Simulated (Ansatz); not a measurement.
`C[N](C)[GeH3]` + `[O]=[W]([OH])([F])=[S]` → `C[O][W](=[O])([F])=[S]` + `C[NH][GeH3]` at 700 K and 1 bar (substitution at a C–N bond).

Computed with Ansatz on PBE0-D4/def2-TZVP structures; ΔE is electronic, products minus reactants. CCSD(T)/CBS adds triple-zeta CCSD(T) − MP2 to the extrapolated MP2 energy (def2 sets, frozen cores). Elements past krypton have def2 core potentials. For Ge, W outer-core shells are correlated without core-valence functions, which leaves a few kJ/mol of doubt a bond. Scalar relativity is left out up to krypton. Each species was taken in one conformer, which may not be the lowest.

| species | CCSD(T)/CBS energy (Eh) | H − E (kJ/mol) | S (J/(mol·K)) |
| --- | --- | --- | --- |
| `C[N](C)[GeH3]` | -2212.31524 | 357.2 | 461.2 |
| `[O]=[W]([OH])([F])=[S]` | -715.66256 | 116.9 | 436.5 |
| `C[O][W](=[O])([F])=[S]` | -754.90807 | 208.5 | 508.1 |
| `C[NH][GeH3]` | -2173.06430 | 268.1 | 408.1 |

H − E and S are ideal-gas, rigid-rotor, harmonic terms from PBE0-D4/def2-TZVP, for one conformer and one mirror image of each species. 1 Eh = 2625.50 kJ/mol, R = 8.31446 J/(mol·K).

Task: By hand: ΔE, ΔH, ΔS and ΔG.

Result: ΔE = (-754.90807) + (-2173.06430) − (-2212.31524) − (-715.66256) = 0.00543 Eh = 14.3 kJ/mol. Δ(H − E) = 208.5 + 268.1 − 357.2 − 116.9 = 2.5, so ΔH = 16.8 kJ/mol. ΔS = 508.1 + 408.1 − 461.2 − 436.5 = 18.5 J/(mol·K). ΔG = 16.8 − 700 × (18.5)/1000 = 3.9 kJ/mol.

Task: By hand: the equilibrium constant, and the temperature at which ΔG would vanish if ΔH and ΔS stayed fixed.

Result: log₁₀ K = −ΔG/(RT ln 10) = -0.3. ΔG = 0 at ΔH/ΔS = 908 K, though so small a ΔS makes that figure unsure.

TΔS isn't small against ΔH here. The sign of ΔG lies within the doubt. A doubt of 5 kJ/mol in ΔE shifts log₁₀ K by 0.4 here. Other conformers and mirror images would add mixing entropy, several J/(mol·K) or more a flexible species. Modes under 60 cm⁻¹, often nearly free rotors, make the harmonic entropy too high. These are equilibria of isolated gas molecules and say nothing of rates. Largest T1 diagnostic: 0.023 (customary marks: 0.02 for closed shells, 0.045 for open ones).
